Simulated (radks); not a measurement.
Spherical quantum dot in the effective-mass picture: electrons in a well V = -V0 / (1 + exp((r - R)/a)) with V0 = 32.3, R = 1.88, a = 0.15, all in effective atomic units (hartree* = m*/eps^2 hartree, bohr* = eps/m* bohr), one dielectric constant everywhere. Method: non-relativistic Kohn-Sham, PBEsol, spin-polarised, spherical densities; computed with a radial shooting solver with Libxc functionals. Levels are named by radial order and angular momentum (1s, 1p, 1d, 2s, ...), and open shells are averaged over m. Results are scaled to m* = 0.319 and eps = 14.9, for which hartree* = 39.1 meV and bohr* = 2.472 nm.

N = 17, configuration 1s2 1p6 1d(up 5, down 4). This is the lowest configuration that the search found. Occupied and some empty levels:

| level | occupation | eigenvalue (meV) | <r> (nm) |
|---|---|---|---|
| 1s up | 1 | -702.65 | 2.631 |
| 1s down | 1 | -701.58 | 2.627 |
| 1p up | 3 | -658.67 | 2.928 |
| 1p down | 3 | -657.46 | 2.927 |
| 1d up | 5 | -595.33 | 3.140 |
| 1d down | 4 | -594.05 | 3.140 |
| 2s up | 0 | -533.23 | 2.309 |
| 2s down | 0 | -532.60 | 2.310 |
| 1f up | 0 | -516.01 | 3.309 |
| 1f down | 0 | -514.71 | 3.309 |
| 2p up | 0 | -434.14 | 2.651 |
| 2p down | 0 | -433.33 | 2.651 |

Energy (meV): total -14762.0, kinetic 2062.9, external -20519, Hartree 4217.0, exchange-correlation -522.91.

Electron density:

| r (nm) | n(r) (e/nm^3) |
|---|---|
| 0.434 | 0.01588 |
| 0.900 | 0.02346 |
| 1.37 | 0.03825 |
| 1.83 | 0.05933 |
| 2.30 | 0.07977 |
| 2.76 | 0.08692 |
| 3.23 | 0.07092 |
| 3.70 | 0.03846 |
| 4.16 | 0.01208 |
| 4.63 | 0.002003 |
| 5.09 | 0.0001982 |
| 5.56 | 0.00001474 |
| 6.03 | 1.031e-06 |
